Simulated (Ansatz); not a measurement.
Cost and result for the atomization energy of B$_{2}$H$_{7}$PSi$_{2}$ (12 atoms, 15 bonds).

```xyz
12

B     0.616    0.485    0.419
P     1.897   -1.075    0.212
Si    0.884   -0.346   -1.591
B    -0.701    0.495   -0.995
Si   -1.448   -0.147    0.656
H    -0.002    0.055    1.498
H     1.050    1.540    0.763
H     0.882   -2.032    0.495
H     1.808    0.404   -2.493
H    -1.140    1.464   -1.535
H    -1.528   -1.564    1.086
H    -2.317    0.721    1.484
```

Charge 0, multiplicity 1. The bonds changed during the relaxation, so this is another structure than the one it started from. The geometry is a stationary point of PBE0-D4/def2-TZVP. It is one conformer, not always the lowest. Program: Ansatz. All runs use 4 threads of a server CPU on a shared host. Times are those of one run each, without the atoms' runs, and a repeat can differ threefold. Electronic energies, without spin–orbit coupling; frozen cores. CCSD(T)/CBS adds CCSD(T) − MP2 in def2-TZVPP to the MP2 limit, and its time is that of the two runs behind it. T1 = 0.015. B3LYP takes the VWN-RPA correlation (the form of Gaussian; ORCA's B3LYP/G). HSE06 is the plane-wave form, built on full-range PBE exchange.

CCSD(T)/CBS is a level of theory with its own doubt, some kJ/mol a heavy atom from the limit and from the frozen cores, so smaller differences don't rank the functionals.

| level | functions | wall time |
| --- | --- | --- |
| LDA (SPW92)/def2-TZVPP | 286 | 1.9 s |
| revPBE-D4/def2-TZVPP | 286 | 3.3 s |
| PBE-D4/def2-TZVPP (with forces) | 286 | 4 s |
| PBE0-D4/def2-TZVPP | 286 | 5 s |
| CCSD(T)/def2-SVP | 117 | 5.5 s |
| HSE06-D4/def2-TZVPP | 286 | 6 s |
| BHLYP-D4/def2-TZVPP | 286 | 6 s |
| B3LYP-D4/def2-TZVPP (with forces) | 286 | 8.5 s |
| r2SCANh-D4/def2-TZVPP | 286 | 9 s |
| ωB97M-V/def2-TZVPP (with forces) | 286 | 19 s |
| MP2/def2-QZVPP | 534 | 36 s |
| CCSD(T)/def2-TZVPP | 286 | 2.9 min |
| CCSD(T)/CBS(def2) | – | 3.5 min |

Problem. What atomization energy does each give, and how far from CCSD(T)/CBS? (Best estimate.)

Solution. Computed: 
```json
{"level": "LDA (SPW92)/def2-TZVPP", "atomization (kcal/mol)": "1021.5", "difference from CCSD(T)/CBS": "132.7", "per bond": "8.9"}
{"level": "revPBE-D4/def2-TZVPP", "atomization (kcal/mol)": "894.7", "difference from CCSD(T)/CBS": "5.9", "per bond": "0.4"}
{"level": "PBE-D4/def2-TZVPP (with forces)", "atomization (kcal/mol)": "910.6", "difference from CCSD(T)/CBS": "21.8", "per bond": "1.5"}
{"level": "PBE0-D4/def2-TZVPP", "atomization (kcal/mol)": "901.9", "difference from CCSD(T)/CBS": "13.1", "per bond": "0.9"}
{"level": "CCSD(T)/def2-SVP", "atomization (kcal/mol)": "830.9", "difference from CCSD(T)/CBS": "-57.9", "per bond": "-3.9"}
{"level": "HSE06-D4/def2-TZVPP", "atomization (kcal/mol)": "902.2", "difference from CCSD(T)/CBS": "13.4", "per bond": "0.9"}
{"level": "BHLYP-D4/def2-TZVPP", "atomization (kcal/mol)": "876.0", "difference from CCSD(T)/CBS": "-12.8", "per bond": "-0.9"}
{"level": "B3LYP-D4/def2-TZVPP (with forces)", "atomization (kcal/mol)": "893.3", "difference from CCSD(T)/CBS": "4.5", "per bond": "0.3"}
{"level": "r2SCANh-D4/def2-TZVPP", "atomization (kcal/mol)": "903.1", "difference from CCSD(T)/CBS": "14.3", "per bond": "1.0"}
{"level": "ωB97M-V/def2-TZVPP (with forces)", "atomization (kcal/mol)": "899.0", "difference from CCSD(T)/CBS": "10.2", "per bond": "0.7"}
{"level": "MP2/def2-QZVPP", "atomization (kcal/mol)": "886.7", "difference from CCSD(T)/CBS": "-2.1", "per bond": "-0.1"}
{"level": "CCSD(T)/def2-TZVPP", "atomization (kcal/mol)": "864.7", "difference from CCSD(T)/CBS": "-24.1", "per bond": "-1.6"}
{"level": "CCSD(T)/CBS(def2)", "atomization (kcal/mol)": "888.8", "difference from CCSD(T)/CBS": "0.0", "per bond": "0.0"}
```

In def2-TZVPP, CCSD(T) changes the Hartree–Fock value by +219.9 kcal/mol (the triples alone add +17.0 kcal/mol) and MP2 by +227.7 kcal/mol; breaking electron pairs costs correlation energy, which Hartree–Fock lacks. From PBE to PBE0 (25 % exact exchange), in def2-TZVPP and without D4, the atomization energy moves by −7.3 kcal/mol: exact exchange takes away binding that semilocal exchange gives to molecules. The D4 term adds +15.2 kcal/mol with B3LYP and +7.9 kcal/mol with PBE0; it sums over pairs of atoms, weighted by their polarisabilities, and B3LYP, whose exchange is more repulsive, gets the larger term.
